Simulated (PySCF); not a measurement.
Isomers of C7H9N, one conformer each; single-point electronic energies without zero-point terms and without any empirical dispersion term.

Level: wB97X-D/pcSseg-2 in PySCF, non-relativistic, each on one gas-phase PBE0-D3(BJ)/def2-TZVP geometry that isn't relaxed in the solvent. The solvent is an IEF-PCM continuum (van der Waals radii × 1.2). Only the electrostatic response of the medium enters.

| isomer | relative energy, gas (kcal/mol) | dipole (D) |
| --- | --- | --- |
| `Cc1ccccc1N` | 0.0 | 1.69 |
| `CCC1=CC=CC=N1` | 6.3 | 1.86 |

Problem. How do the relative energies look in chloroform (ε = 4.711)?

Solution. 
```json
{"isomer": "`Cc1ccccc1N`", "relative energy, solvent (kcal/mol)": "0.0", "E(solvent) − E(gas) (kcal/mol)": "-4.3", "dipole in solvent (D)": "2.17"}
{"isomer": "`CCC1=CC=CC=N1`", "relative energy, solvent (kcal/mol)": "7.4", "E(solvent) − E(gas) (kcal/mol)": "-3.2", "dipole in solvent (D)": "2.49"}
```

The order is unchanged. Conformers: `[CH3:1][CH2:2][c:3]1[cH:4][cH:5][cH:6][cH:7][n:8]1` with C1–C2–C3–C4 -96°. `Cc1ccccc1N` gains most from the continuum, while `CCC1=CC=CC=N1` has the largest gas-phase dipole. The gains span 1.1 kcal/mol, the gas-phase energies 6.3 kcal/mol.
